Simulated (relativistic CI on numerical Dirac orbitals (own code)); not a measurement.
Slater and spin-orbit integrals, Nb XXXII

Calculated at this level of theory: Dirac-Coulomb-Breit CI, KLI orbitals optimised for each configuration, QED by a radiative potential, unscaled Slater integrals (own radial code, finite nucleus).

Slater integrals F^k, G^k are unscaled and averaged over j, outside the closed core 1s2; ζ comes from projecting the Hamiltonian with its Breit term on Σ l·s of the shell.

- 2s²2p⁵3s: ζ(2p) = 527760, G^1(2p,3s) = 72364 cm⁻¹; <r>(2p) = 0.133, <r^2>(2p) = 0.02148, <r>(3s) = 0.3702, <r^2>(3s) = 0.1559 (bohr units).
- 2s²2p⁵3p: ζ(2p) = 527460, F^2(2p,3p) = 188670, G^0(2p,3p) = 74669, G^2(2p,3p) = 82380, ζ(3p) = 134410 cm⁻¹; <r>(2p) = 0.1331, <r^2>(2p) = 0.02151, <r>(3p) = 0.3571, <r^2>(3p) = 0.147 (bohr units).
- 2s²2p⁵3d: ζ(2p) = 528050, F^2(2p,3d) = 249170, G^1(2p,3d) = 235180, G^3(2p,3d) = 136000, ζ(3d) = 17509 cm⁻¹; <r>(2p) = 0.1331, <r^2>(2p) = 0.02152, <r>(3d) = 0.3131, <r^2>(3d) = 0.1128 (bohr units).

Averages of the first 10 configurations, taken without configuration mixing, which lowers the lowest level and can move excited configurations by several eV; other configurations of the list can lie among them:

```json
{"Configuration": "2s²2p⁶", "Parity": "even", "States": "1", "Average energy above the lowest level (eV)": "0.0"}
{"Configuration": "2s²2p⁵3s", "Parity": "odd", "States": "12", "Average energy above the lowest level (eV)": "2280.4"}
{"Configuration": "2s²2p⁵3p", "Parity": "even", "States": "36", "Average energy above the lowest level (eV)": "2361.3"}
{"Configuration": "2s²2p⁵3d", "Parity": "odd", "States": "60", "Average energy above the lowest level (eV)": "2454.0"}
{"Configuration": "2s2p⁶3s", "Parity": "even", "States": "4", "Average energy above the lowest level (eV)": "2565.1"}
{"Configuration": "2s2p⁶3p", "Parity": "odd", "States": "12", "Average energy above the lowest level (eV)": "2643.7"}
{"Configuration": "2s2p⁶3d", "Parity": "even", "States": "20", "Average energy above the lowest level (eV)": "2736.1"}
{"Configuration": "2s²2p⁵4s", "Parity": "odd", "States": "12", "Average energy above the lowest level (eV)": "3088.1"}
{"Configuration": "2s²2p⁵4p", "Parity": "even", "States": "36", "Average energy above the lowest level (eV)": "3121.2"}
{"Configuration": "2s²2p⁵4d", "Parity": "odd", "States": "60", "Average energy above the lowest level (eV)": "3156.6"}
```
